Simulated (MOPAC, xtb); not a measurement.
Isomers of CH6OSi: 1 is C[SiH2]O, 2 is [SiH3]CO; one conformer of each (the lowest of an xTB search), B3LYP-D3(BJ)/def2-TZVP minima.
Isomer 1 (charge 0, multiplicity 1):
```xyz
9

C     -1.2352    -0.1949     0.0484
Si     0.5249     0.4056     0.0297
O      1.4788    -0.9225    -0.2378
H     -1.9223     0.6366     0.2209
H     -1.3855    -0.9308     0.8403
H     -1.4962    -0.6604    -0.9038
H      0.8779     1.0504     1.3220
H      0.7274     1.4181    -1.0401
H      2.4301    -0.8021    -0.2795
```
Isomer 2 (charge 0, multiplicity 1):
```xyz
9

O     -1.63053     0.36303     0.57017
C     -0.71070    -0.49261    -0.12386
Si     1.08044     0.11096     0.02723
H     -1.58346     1.24427     0.18425
H     -0.81117    -1.47634     0.33859
H     -0.99619    -0.61357    -1.17673
H      1.98758    -0.73587    -0.78690
H      1.51925     0.09204     1.44086
H      1.14478     1.50809    -0.47360
```

No zero-point or thermal terms.

The state that AM1, PM7 reach isn't checked; PM7 holds dispersion and hydrogen-bond terms.

The values were computed with MOPAC for AM1, PM7 (differences of heats of formation); xtb for the GFN methods. Each number belongs to the level named beside it.

### Question
One of these levels gives 2.716 eV for the electronic energy of isomer 2 less that of isomer 1. Name it.
A. AM1
B. PM7
C. GFN1-xTB

### Answer
C, GFN1-xTB. The others give 1.075 (AM1), 2.074 (PM7)
